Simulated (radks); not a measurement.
Neutral ruthenium, configuration [Kr] 4d8 (not the ground configuration).

Method: non-relativistic Kohn-Sham, BLYP, spin-unpolarised, spherical densities, point nucleus; relativity is left out, which matters for an element this heavy; computed with a radial shooting solver on a logarithmic mesh with Libxc functionals.

Energy parts (hartree):
part                        energy
total                  -4443.72241
kinetic                 4441.91314
electron-nucleus      -10584.00977
Hartree                 1829.77995
exchange-correlation    -131.40573

Orbitals (lengths in bohr, moments of r in powers of bohr; r(90%) holds 90 % of the orbital's charge):
| orbital | occ. | eigenvalue (hartree) | r(90%) | <r^2> |
|---|---|---|---|---|
| 1s | 2 | -783.9528 | 0.0616 | 0.001605 |
| 2s | 2 | -110.5484 | 0.232 | 0.02676 |
| 2p | 6 | -102.2827 | 0.210 | 0.02031 |
| 3s | 2 | -19.28053 | 0.611 | 0.1970 |
| 3p | 6 | -16.03766 | 0.615 | 0.1938 |
| 3d | 10 | -10.06742 | 0.610 | 0.1761 |
| 4s | 2 | -2.51474 | 1.53 | 1.251 |
| 4p | 6 | -1.55402 | 1.70 | 1.509 |
| 4d | 8 | -0.11622 | 3.07 | 4.263 |

The highest occupied level is 4d at -3.163 eV. The electron density at the nucleus is 5.957e+04 e/bohr^3. Virial ratio -V/T = 2.00041. The density falls to 0.001 e/bohr^3 at r = 4.29 bohr. Summed over all electrons, <r^2> = 49.16 bohr^2, which gives a Langevin (diamagnetic) susceptibility term of -38.9 x 10^-6 cm^3/mol.
